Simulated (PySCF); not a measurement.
# Reading the logs of faulty runs: B2GeH6N

Calculated results; nothing here was measured. They come from PySCF 2.14.0, an open-source quantum chemistry program, on an isolated molecule that a program drew, which may never have been made. The molecule is B2GeH6N (charge 0, doublet), drawn as the SMILES string `B[BH][GeH][NH2]`.

Each row is a Hartree-Fock (HF) and frozen-core CCSD(T) single point in the cc-pVDZ basis, meant for a local HF minimum. Run 1 is clean. Each other run has one planted mistake out of seven kinds, and not every kind appears here: one electron removed, one electron added, multiplicity raised by two, geometry at a saddle point, minimal basis STO-3G, one bond length entered in bohr, all coordinates scaled. The reference is restricted for singlets and unrestricted otherwise, and also for a bond in bohr. Adding or removing an electron swaps singlet and doublet. Electrons count all cores. HOMO and LUMO are orbital energies over both spins, the gradient is its largest component, and the lowest frequency (negative if imaginary) is given only where the gradient is small. Bond lengths are over the 9 bonds as drawn. T1 is the CCSD diagnostic: over 0.02 (restricted) or 0.045 (unrestricted) a single reference is doubtful. Germanium has the cc-pVDZ-PP basis, with a core potential (ECP10MDF) in place of its 10 inner electrons, and its 3s, 3p and 3d shells are frozen in CCSD(T).

Geometry of the clean run:
```xyz
10
B2GeH6N, angstrom
B     0.2191   -1.9618    1.1982
B     0.1124   -0.4629    0.4430
Ge   -0.8009    1.1250    1.2700
N    -0.4789    2.8046    0.6294
H     1.2672   -2.3400    1.6556
H    -0.7186   -2.7076    1.3132
H     0.4679   -0.3006   -0.6946
H    -1.0685    1.2921    2.7697
H    -0.9877    3.5612    1.0491
H    -0.4601    2.9167   -0.3680
```

```
run,electrons,basis functions,<S^2>,HOMO (eV),LUMO (eV),gradient (hartree/bohr),lowest frequency (cm^-1),mean bond (Å),longest bond (Å),T1,HF (hartree),CCSD(T) (hartree),mistake
1,55,95,0.770,-7.35,0.99,1.6e-05,73,1.4077,2.010,0.0240,-400.62687,-401.11459,no fault
2,55,95,0.774,-7.45,0.82,4.8e-02,-,1.4935,2.132,0.0278,-400.59976,-401.09628,all coordinates scaled
3,55,95,3.780,-6.44,-1.03,8.4e-02,-,1.4077,2.010,0.0273,-400.47448,-400.95960,multiplicity raised by two
4,56,95,0.000,-0.48,6.82,5.2e-02,-,1.4077,2.010,0.0241,-400.61495,-401.14311,one electron added
5,55,95,1.561,-7.39,0.87,9.7e-03,-,1.5739,3.178,0.0510,-400.49657,-400.97054,?
```

**Which mistake was planted in run 5, and what did it cost?**

The mean bond changes by a factor of 1.118 and the longest by 1.581, so the molecule wasn't scaled as a whole. A length L in bohr read as angstrom grows by (1/0.5292 - 1) L = 0.890 L. The 9 bonds together grew by 9 x 0.1662 = 1.496 Å, which gives L = 1.681 Å. That is bond B1-B2, 1.682 Å in the clean geometry. So the mistake is: one bond length entered in bohr. Subtracting run 1 and multiplying by 627.51 kcal/mol a hartree, the energy moved by 81.8 kcal/mol in HF and 90.4 kcal/mol in CCSD(T).

Cautions from the logs. Run 4: T1 is over the limit, so its CCSD(T) energy is less reliable; run 5: T1 is over the limit, so its CCSD(T) energy is less reliable.
